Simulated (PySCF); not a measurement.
2-silylpropan-2-ol (C₃H₁₀OSi), SMILES CC(C)(O)[SiH3].

The structure is a stationary point at B3LYP-D3(BJ)/def2-SVP. Other conformers were not sampled.

All values below come from TDDFT-PBE/def2-SVPD run with PySCF.

Vertical excitations.  State labels are in the subgroup Cs.

| state | symmetry | energy (eV) | λ (nm) | f | main pairs |
|---|---|---|---|---|---|
| S1 | A" | 6.07 | 204 | 0.017 | HOMO→LUMO 99 % |
| S2 | A' | 6.49 | 191 | 0.034 | HOMO−1→LUMO 99 % |
| S3 | A" | 6.68 | 186 | 0.001 | HOMO→LUMO+1 97 % |
| S4 | A" | 6.88 | 180 | 0.000 | HOMO→LUMO+2 97 % |
| S5 | A' | 7.00 | 177 | 0.007 | HOMO→LUMO+3 100 % |
| S6 | A' | 7.22 | 172 | 0.042 | HOMO−1→LUMO+1 65 %, HOMO−1→LUMO+2 32 % |
| S7 | A" | 7.23 | 171 | 0.000 | HOMO→LUMO+4 99 % |
| S8 | A' | 7.41 | 167 | 0.249 | HOMO−1→LUMO+2 65 %, HOMO−1→LUMO+1 30 % |
| S9 | A" | 7.44 | 167 | 0.009 | HOMO−1→LUMO+3 98 % |
| S10 | A" | 7.62 | 163 | 0.002 | HOMO→LUMO+5 100 % |
| T1 | A" | 5.91 | 210 | 0 | HOMO→LUMO 99 % |
| T2 | A' | 6.26 | 198 | 0 | HOMO−1→LUMO 98 % |
| T3 | A" | 6.58 | 188 | 0 | HOMO→LUMO+1 96 % |
| T4 | A' | 6.75 | 184 | 0 | HOMO−1→LUMO+1 97 % |
Triplets are in the Tamm–Dancoff approximation, which puts them higher than full response would, so one can lie above its singlet here.
